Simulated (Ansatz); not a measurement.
`[SiH3]SCS` + H–F → `FCS[SiH3]` + H₂S  (substitution at a C–S bond)

Computed with Ansatz on PBE0-D4/def2-TZVP structures; ΔE is electronic, products minus reactants. CCSD(T)/CBS is the MP2 limit (def2-TZVPP, def2-QZVPP) plus CCSD(T) − MP2 in def2-TZVPP, frozen cores. This one scheme is used for every species. One conformer a species, not always the lowest.

| species | CCSD(T)/CBS(def2) energy (Eh) |
| --- | --- |
| `[SiH3]SCS` | -1126.30028 |
| H–F | -100.39570 |
| `FCS[SiH3]` | -827.70796 |
| H₂S | -398.97279 |

Q: Work out ΔE.

A: ΔE = (-827.70796) + (-398.97279) − (-1126.30028) − (-100.39570) = 0.01523 Eh = +0.41 eV.

Largest T1 diagnostic among the species: 0.012.

From PBE to PBE0 (25 % exact exchange), in def2-TZVPP and without D4, ΔE moves by +0.04 eV. Leaving LDA and LC-ωPBE aside and taking each functional with its dispersion term where it has one, the values, not all of them listed here, spread over 0.17 eV, from CAM-B3LYP-D4 to PBE-QIDH. LDA lies +0.07 eV from PBE without D4.
